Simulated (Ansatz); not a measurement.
Spectroscopic constants of GaCo, multiplicity 5 (an upper state: multiplicity 3 came lower at PBE0/def2-TZVPP). No spin–orbit coupling. Co is treated without relativity. Ga is treated without relativity.

The constants come from a fifth-degree fit in 1/R (seven points, main isotopes). In def2 and cc sets the state is the lowest found near the PBE0 minimum, followed along R.

The values were computed with Ansatz (an electronic-structure program). 

```csv
level,r_e (Å),ω_e (cm⁻¹),α_e (cm⁻¹),ω_e x_e (cm⁻¹),dipole (D)
PBE/def2-TZVPP,2.408,207,0.00068,1.3,1.26
PBE0/def2-TZVPP,2.388,203,0.00075,1.4,1.44
wB97X-V/def2-TZVPP,2.398,198,0.00078,1.5,1.89
```
